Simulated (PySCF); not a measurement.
Dipole moment and polarisability of `C=CC#CC#CC`

Compound: C7H6.
Numbering: `[CH2:1]=[CH:2][C:3]#[C:4][C:5]#[C:6][CH3:7]` (hydrogens: H8, H9 on C1; H10 on C2; H11, H12, H13 on C7)

Structure used (GFN2-xTB), in Å, numbered top down from 1:
```xyz
13
C7H6 angstrom
C     -3.6466    0.7468   -0.3350
C     -2.8676   -0.3305   -0.3944
C     -1.4673   -0.2806   -0.3236
C     -0.2566   -0.2554   -0.2571
C      1.0954   -0.2189   -0.1857
C      2.3013   -0.1867   -0.1209
C      3.7402   -0.1474   -0.0486
H     -4.7189    0.6695   -0.3884
H     -3.2335    1.7366   -0.2315
H     -3.2939   -1.3222   -0.5007
H      4.1276   -1.1178    0.2638
H      4.0595    0.6085    0.6697
H      4.1558    0.0986   -1.0265
```

Level: PBE0/def2-SVPD (PySCF), static field, nuclei fixed, core orbitals frozen in the response. The polarisability tensor in these axes (au):

```
x   192.28 -12.37   5.87
y   -12.37  62.16   0.40
z     5.87   0.40  51.53
```

Task: Give the principal values, the mean and the anisotropy Δα = √{½[(α1 − α2)² + (α2 − α3)² + (α1 − α3)²]}.

Result: Principal values 51.20, 61.08 and 193.69 au; mean 101.99 au = 15.11 Å³ = 16.82 × 10⁻⁴⁰ C²·m²/J; Δα = 137.81 au (135 % of the mean).

Task: What is the dipole moment, and where does it point?

Result: (0.80, 0.13, 0.05) D, 0.81 D in size, pointing from the negative to the positive side. Measured along this direction, the outermost atoms are H8 at the negative end and H12 and H13 at the positive end.

Task: Directions of the eigenvectors, and the extent of the frame along each?

Result: Largest value along (0.99, -0.09, 0.04), where the nuclei span 8.99 Å; middle along (0.09, 0.99, 0.10), 3.06 Å; least along (-0.05, -0.09, 0.99), 1.64 Å. The response follows the extents in order.

Task: Rayleigh depolarisation ratio (linearly polarised light, static tensor)?

Result: ρ = 3Δα²/(45ᾱ² + 4Δα²) = 56972.7/(468096 + 75963.6) = 0.105.

Task: Find the Langevin capture rate constant for NO+ (29.998 u) meeting this molecule (90.047 u), k = 2.342 × 10⁻⁹ cm³/s × √(α in Å³ / reduced mass in u).

Result: The reduced mass is 22.50 u, so k = 1.92 × 10⁻⁹ cm³/s. The formula leaves out the permanent dipole, which adds to the capture rate.

Geometry: GFN2-xTB; no solvent, vibrations or thermal averaging.
